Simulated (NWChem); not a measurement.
System: C₂H₈OSi; SMILES C(C)O[SiH3]

Here is an NWChem input.

```
start job
memory heap 200 mb stack 900 mb global 1100 mb
geometry units angstroms noautosym nocenter noautoz
  Si     0.037991     1.644387    -0.001598
  O      0.439605     0.029980     0.001231
  C     -0.500514    -1.018353     0.000751
  C      0.222888    -2.344575     0.001276
  H     -0.765272     1.997216    -1.215717
  H     -0.768247     2.000932     1.209453
  H      1.318739     2.400843    -0.001115
  H     -1.158913    -0.945643     0.889103
  H     -1.157976    -0.945839    -0.888315
  H      0.861439    -2.433806     0.892662
  H     -0.494077    -3.179515    -0.000686
  H      0.864703    -2.432467    -0.887892
end
basis spherical
  * library 6-31g*
end
dft
  xc b3lyp
  iterations 150
end
property
  shielding 9 1 2 3 4 5 7 8 10 11
end
task dft property
```

Excerpt of the output:

```
             Northwest Computational Chemistry Package (NWChem) 7.3.0
             --------------------------------------------------------

                             Geometry "geometry" -> ""
                             -------------------------

 Output coordinates in angstroms (scale by  1.889725989 to convert to a.u.)

  No.       Tag          Charge          X              Y              Z
 ---- ---------------- ---------- -------------- -------------- --------------
    1 Si                  14.0000     0.03799100     1.64438700    -0.00159800
    2 O                    8.0000     0.43960500     0.02998000     0.00123100
    3 C                    6.0000    -0.50051400    -1.01835300     0.00075100
    4 C                    6.0000     0.22288800    -2.34457500     0.00127600
    5 H                    1.0000    -0.76527200     1.99721600    -1.21571700
    6 H                    1.0000    -0.76824700     2.00093200     1.20945300
    7 H                    1.0000     1.31873900     2.40084300    -0.00111500
    8 H                    1.0000    -1.15891300    -0.94564300     0.88910300
    9 H                    1.0000    -1.15797600    -0.94583900    -0.88831500
   10 H                    1.0000     0.86143900    -2.43380600     0.89266200
   11 H                    1.0000    -0.49407700    -3.17951500    -0.00068600
   12 H                    1.0000     0.86470300    -2.43246700    -0.88789200

 Effective nuclear repulsion energy (a.u.)     174.1154021491

                              NWChem Property Module
                              ----------------------

  itol2e modified to match energy
  convergence criterion.

                                 NWChem DFT Module
                                 -----------------

 Summary of "ao basis" -> "ao basis" (spherical)
 ------------------------------------------------------------------------------
       Tag                 Description            Shells   Functions and Types
 ---------------- ------------------------------  ------  ---------------------
 Si                          6-31g*                  8       18   4s3p1d
 O                           6-31g*                  6       14   3s2p1d
 C                           6-31g*                  6       14   3s2p1d
 H                           6-31g*                  2        2   2s

  itol2e modified to match energy
  convergence criterion.

[...]

          -----------------------------------------
          Chemical Shielding Tensors (GIAO, in ppm)
          -----------------------------------------

                                NWChem CPHF Module
                                ------------------

  scftype          =     RHF
  nclosed          =       21
  nopen            =        0
  variables        =     1155
  # of vectors     =        3
  tolerance        = 0.10D-03
  level shift      = 0.00D+00
  max iterations   =       50
  max subspace     =       30

 SCF residual:    1.0823802197619248E-004

Iterative solution of linear equations
  No. of variables     1155
  No. of equations        3
  Maximum subspace       30
        Iterations       50
       Convergence  1.0D-04

   iter   nsub   residual    time
   ----  ------  --------  ---------
     1      3    3.91D-01      27.0
     2      6    1.12D-02      30.0
     3      9    4.16D-04      33.2
     4     12    1.95D-05      36.3

      Atom:    1  Si
        Diamagnetic
    878.8710     -0.9035      0.0029
     -0.9035    887.1370     -0.0131
      0.0029     -0.0131    877.9781

        Paramagnetic
   -487.1493    -17.0874      0.0658
    -17.0874   -383.8219     -0.1952
      0.0658     -0.1952   -495.4041

        Total Shielding Tensor
    391.7216    -17.9909      0.0687
    -17.9909    503.3151     -0.2083
      0.0687     -0.2083    382.5741

           isotropic =     425.8703
          anisotropy =     120.4110

          Principal Components and Axis System
                 1           2           3
              506.1443    388.8931    382.5735

      1        -0.1553      0.9878     -0.0058
      2         0.9879      0.1553      0.0009
      3        -0.0018      0.0056      1.0000

      Atom:    2  O
        Diamagnetic
    386.8631      9.2288      0.0179
      9.2288    416.5012     -0.0394
      0.0179     -0.0394    370.2590

        Paramagnetic
    -73.8919    -19.4555     -0.0248
    -19.4555   -126.4517      0.1243
     -0.0248      0.1243    -52.9814

        Total Shielding Tensor
    312.9713    -10.2267     -0.0069
    -10.2267    290.0495      0.0849
     -0.0069      0.0849    317.2777

           isotropic =     306.7661
          anisotropy =      15.7725

          Principal Components and Axis System
                 1           2           3
              317.2811    316.8674    286.1500

      1        -0.0823      0.9308      0.3563
      2         0.0340     -0.3547      0.9344
      3         0.9960      0.0890     -0.0025

      Atom:    3  C
        Diamagnetic
    243.8632      2.3797      0.0046
      2.3797    255.0503     -0.0031
      0.0046     -0.0031    236.2025

        Paramagnetic
   -106.6964     25.8842      0.0157
     25.8842   -106.6399      0.0195
      0.0157      0.0195   -131.8706

        Total Shielding Tensor
    137.1668     28.2639      0.0202
     28.2639    148.4104      0.0164
      0.0202      0.0164    104.3319

           isotropic =     129.9697
          anisotropy =      62.4547

          Principal Components and Axis System
                 1           2           3
              171.6062    113.9711    104.3319

      1         0.6344      0.7730     -0.0007
      2         0.7730     -0.6344      0.0001
      3         0.0004      0.0005      1.0000

      Atom:    4  C
        Diamagnetic
    246.6178     -3.0325      0.0021
     -3.0325    257.3135     -0.0010
      0.0021     -0.0010    244.2246

        Paramagnetic
    -75.7398     -1.9522     -0.0079
     -1.9522    -71.5674     -0.0067
     -0.0079     -0.0067    -89.5870

[...]
```

Level: B3LYP/6-31G* (spherical d), GIAO. All runs use the structure optimised with PBE0/def2-SVP. The output numbers the shielded atoms by their place in the input's list. The printed shielding anisotropy is the first printed principal value minus the mean of the other two.
